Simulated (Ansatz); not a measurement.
`BB1OCC1O` and `OC1COB1[SiH3]` differ in one atom or group.

Ansatz, PBE0-D4/def2-TZVP geometries, multiplicity 1. Each molecule was computed in one conformer, which needn't be the lowest.

```tsv
property	`BB1OCC1O`
LUMO energy (ωB97M-V/def2-TZVPP) / eV	-0.03
HOMO energy (ωB97M-V/def2-TZVPP) / eV	-9.75
size of the dipole moment (B3LYP/def2-TZVPP) / D	2.50
LUMO energy (B3LYP/def2-TZVPP) / eV	-2.18
size of the dipole moment (ωB97M-V/def2-TZVPP) / D	2.46
HOMO energy (PBE/def2-TZVPP) / eV	-6.13
```

(1) Give the same properties after the change, and the shifts. (An estimate is asked.)

Answers

(1) The calculation gave: 
| property | `OC1COB1[SiH3]` | shift |
| --- | --- | --- |
| LUMO energy (ωB97M-V/def2-TZVPP) / eV | 0.79 | 0.82 |
| HOMO energy (ωB97M-V/def2-TZVPP) / eV | -9.50 | 0.25 |
| size of the dipole moment (B3LYP/def2-TZVPP) / D | 1.34 | -1.16 |
| LUMO energy (B3LYP/def2-TZVPP) / eV | -1.39 | 0.79 |
| size of the dipole moment (ωB97M-V/def2-TZVPP) / D | 1.32 | -1.14 |
| HOMO energy (PBE/def2-TZVPP) / eV | -5.83 | 0.30 |

With PBE0 the HOMO rises by 0.24 eV and the LUMO rises by 0.76 eV, so the gap widens by about 0.52 eV. PBE moves the HOMO by 0.30 eV and ωB97M-V by 0.25 eV. Dipoles are sizes alone; their direction can turn.

B3LYP here is the variant with VWN-RPA as its local correlation; programs differ in this.
